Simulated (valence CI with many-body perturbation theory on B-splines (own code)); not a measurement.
# Which ion has this spectrum?

A relativistic CI+MBPT calculation for an atom or ion with 14 electrons gives these levels (cm⁻¹):

| J | Parity | E | g |
| --- | --- | --- | --- |
| 0 | even | 0 |  |
| 1 | even | 93049 | 1.50 |
| 2 | even | 122328 | 1.27 |
| 2 | even | 239262 | 1.22 |
| 0 | even | 313441 |  |
| 2 | odd | 537460 | 1.90 |
| 1 | odd | 648698 | 0.74 |
| 2 | odd | 666011 | 1.31 |
| 3 | odd | 700954 | 1.33 |
| 0 | odd | 767912 |  |
| 2 | odd | 772433 | 1.14 |
| 1 | odd | 780108 | 1.33 |
| 2 | odd | 846008 | 1.07 |
| 2 | odd | 882973 | 0.92 |

The energies are calculated, with errors of perhaps 400 cm⁻¹, more in some levels.

(1) Which is it?
A. Nb27+
B. Y25+
C. Br21+
D. Sr24+

## Answers

(1) D. Sr24+, ground level 3s2.3p2 3P_0.
